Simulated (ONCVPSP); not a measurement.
Plane-wave convergence, ONCV potential for phosphorus (P)

phosphorus, optimised norm-conserving Vanderbilt (ONCV), made with ONCVPSP 4.0.1 (LDA (Perdew-Wang 92), scalar-relativistic). Core [Ne], reference 3s2 3p3. Waves: 3s: rc 1.65 bohr, ncon 5, nbas 9, qcut 4.1 1/bohr, 1 projector; 3p: rc 1.65 bohr, ncon 4, nbas 7, qcut 4 1/bohr, 2 projectors, debl 3.6 Ha. Local part: polynomial inside 1.60 bohr (lpopt 5, dvloc0 1 Ha). Core correction: Teter function, fcfact 3, rcfact 1.75.

Q: For each optimised wave give the share of its norm inside rc, the residual kinetic energy above qcut (Ha) and the cutoffs (Ha) for errors of 10, 1, 0.1 and 0.01 mHa per electron.

A:

```tsv
wave	norm inside rc	residual KE	10 mHa	1 mHa	0.1 mHa	0.01 mHa
3s	0.421	3.1e-03	6.5	16.1	65.8	80.6
3p	0.262	3.3e-04	3.1	4.6	18.3	44.7
p projector 2	0.122	6.8e-03	7.5	13.6	49.6	75.5
```

The occupied waves need 16 Ha and 66 Ha for 1 and 0.1 mHa.
